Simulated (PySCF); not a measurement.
# Ge (germanium, neutral): UHF calculation

Configuration: [Ar] 3d10 4s2 4p2, high-spin 3P determinant. Calculation: PySCF 2.14, in def2-TZVP (6s5p4d1f, 48 functions); no relativity, point nucleus.

- Total energy: -2075.321003 hartree
- One-electron energy: -2895.1303 hartree
- Hartree (Coulomb) energy: 897.3015 hartree
- Exchange energy: -77.4922 hartree
- Kinetic energy: 2075.29854 hartree
- ⟨S²⟩: 2.0112
- ⟨L²⟩: 2.032
- Sum of ⟨r⟩: 24.15 bohr
- Sum of ⟨r²⟩: 41.06 bohr²
- Traceless quadrupole moment −½Σ⟨3z² − r²⟩ along its main axis: 3.80 e·bohr²
- Density at the nucleus (Gaussians lack the cusp): 21900 bohr⁻³
- Spin density at the nucleus: -0.528 bohr⁻³
- Langevin diamagnetic susceptibility: -32.5 ×10⁻⁶ cm³/mol
- Time after the integrals: 0.2 s of wall time on 1 thread of Neoverse-V1 (shared host)

```tsv
shell	electrons	mean orbital energy (hartree)	spread (hartree)	rms radius, mean of both spins (bohr)
1s α	1	-405.24155	0	0.0554
1s β	1	-405.23775	0	0.0554
2s α	1	-52.14775	0	0.231
2s β	1	-52.14705	0	0.231
2p α	3	-46.23509	0.00087	0.205
2p β	3	-46.23169	0.00401	0.205
3s α	1	-7.19151	0	0.678
3s β	1	-7.18553	0	0.678
3p α	3	-5.16406	0.00049	0.705
3p β	3	-5.15496	0.01447	0.705
3d α	5	-1.63380	0.00955	0.811
3d β	5	-1.62980	0.01481	0.811
4s α	1	-0.62837	0	2.39
4s β	1	-0.47753	0	2.39
4p α	2	-0.28966	0	3.06
```
